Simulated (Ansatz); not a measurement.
`[GaH2][O][GeH3]` and `[AlH2][O][GaH2]` differ in one atom or group.

Ansatz, PBE0-D4/def2-TZVP geometries, multiplicity 1. 

Scalar relativity is left out up to krypton.

```json
{"property": "HOMO energy (PBE0/def2-TZVPP) / eV", "`[GaH2][O][GeH3]`": "-8.19"}
{"property": "HOMO energy (B3LYP/def2-TZVPP) / eV", "`[GaH2][O][GeH3]`": "-7.98"}
{"property": "HOMO–LUMO gap (ωB97M-V/def2-TZVPP) / eV", "`[GaH2][O][GeH3]`": "10.90"}
{"property": "LUMO energy (B3LYP/def2-TZVPP) / eV", "`[GaH2][O][GeH3]`": "-1.54"}
{"property": "ideal-gas entropy at 298 K and 1 bar (rigid rotor, harmonic PBE0-D4/def2-TZVP) / J/(mol·K)", "`[GaH2][O][GeH3]`": "342"}
{"property": "size of the dipole moment (ωB97M-V/def2-TZVPP) / D", "`[GaH2][O][GeH3]`": "0.90"}
```

(1) What does the change do to each property? (An estimate is asked.)

Answers

(1) Ansatz gave: 
```json
{"property": "HOMO energy (PBE0/def2-TZVPP) / eV", "`[AlH2][O][GaH2]`": "-7.98", "shift": "0.21"}
{"property": "HOMO energy (B3LYP/def2-TZVPP) / eV", "`[AlH2][O][GaH2]`": "-7.80", "shift": "0.18"}
{"property": "HOMO–LUMO gap (ωB97M-V/def2-TZVPP) / eV", "`[AlH2][O][GaH2]`": "10.64", "shift": "-0.26"}
{"property": "LUMO energy (B3LYP/def2-TZVPP) / eV", "`[AlH2][O][GaH2]`": "-1.54", "shift": "0.00"}
{"property": "ideal-gas entropy at 298 K and 1 bar (rigid rotor, harmonic PBE0-D4/def2-TZVP) / J/(mol·K)", "`[AlH2][O][GaH2]`": "328", "shift": "-14"}
{"property": "size of the dipole moment (ωB97M-V/def2-TZVPP) / D", "`[AlH2][O][GaH2]`": "0.99", "shift": "0.09"}
```

The zero-point energy changes by -26.4 kJ/mol with -3 modes. Dipoles are sizes alone; their direction can turn. Modes under 60 cm⁻¹, often nearly free rotors, make the harmonic entropy too high.

Positive LUMOs are unbound, so they and the gaps depend on the basis.

B3LYP here is the variant with VWN-RPA as its local correlation; programs differ in this.
